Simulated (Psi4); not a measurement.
Calculation: Psi4 with SAPT0/jun-cc-pVDZ, frozen core.

Psi4 input:

```
molecule {
0 1
C 0.27288875 0.38049807 1.28600117
Si 1.27971066 -0.24578974 -0.19884703
C -0.27406102 -0.38870431 -1.28329686
Si -1.27875598 0.25241808 0.19665789
H 0.52075135 1.38741835 1.62075852
H 0.27896890 -0.27778030 2.15453136
H 2.27358475 0.73377459 -0.70373802
H 1.96610318 -1.53927263 0.04228210
H -0.28469060 0.25478265 -2.16261498
H -0.52041222 -1.40187673 -1.60031643
H -1.94468729 1.55516396 -0.05158770
H -2.28940047 -0.71063198 0.70016997
--
0 1
H 0.41755439 2.91027084 -0.94495070
H 0.52229685 3.61090707 -1.17174560
units angstrom
symmetry c1
no_reorient
no_com
}
set basis jun-cc-pvdz
set scf_type df
set freeze_core true
energy('sapt0')
```

Part of the output:

```
    SAPT Results
  --------------------------------------------------------------------------------------------------------
    Electrostatics                  0.08572939 [mEh]       0.05379600 [kcal/mol]       0.22508247 [kJ/mol]
      Elst10,r                      0.08572939 [mEh]       0.05379600 [kcal/mol]       0.22508247 [kJ/mol]

    Exchange                        1.63258246 [mEh]       1.02446096 [kcal/mol]       4.28634466 [kJ/mol]
      Exch10                        1.63258246 [mEh]       1.02446096 [kcal/mol]       4.28634466 [kJ/mol]
      Exch10(S^2)                   1.62896962 [mEh]       1.02219387 [kcal/mol]       4.27685915 [kJ/mol]

    Induction                      -0.21587419 [mEh]      -0.13546310 [kcal/mol]      -0.56677759 [kJ/mol]
      Ind20,r                      -0.28344614 [mEh]      -0.17786514 [kcal/mol]      -0.74418774 [kJ/mol]
      Exch-Ind20,r                  0.19146605 [mEh]       0.12014676 [kcal/mol]       0.50269405 [kJ/mol]
      delta HF,r (2)               -0.12389410 [mEh]      -0.07774472 [kcal/mol]      -0.32528391 [kJ/mol]

    Dispersion                     -1.30450541 [mEh]      -0.81858950 [kcal/mol]      -3.42497847 [kJ/mol]
      Disp20                       -1.39901688 [mEh]      -0.87789634 [kcal/mol]      -3.67311830 [kJ/mol]
      Exch-Disp20                   0.09451147 [mEh]       0.05930684 [kcal/mol]       0.24813983 [kJ/mol]
      Disp20 (SS)                  -0.69950844 [mEh]      -0.43894817 [kcal/mol]      -1.83655915 [kJ/mol]
      Disp20 (OS)                  -0.69950844 [mEh]      -0.43894817 [kcal/mol]      -1.83655915 [kJ/mol]
      Exch-Disp20 (SS)              0.05425344 [mEh]       0.03404455 [kcal/mol]       0.14244240 [kJ/mol]
      Exch-Disp20 (OS)              0.04025803 [mEh]       0.02526229 [kcal/mol]       0.10569744 [kJ/mol]

  Total HF                          1.50243766 [mEh]       0.94279387 [kcal/mol]       3.94464954 [kJ/mol]
  Total SAPT0                       0.19793226 [mEh]       0.12420437 [kcal/mol]       0.51967107 [kJ/mol]
```
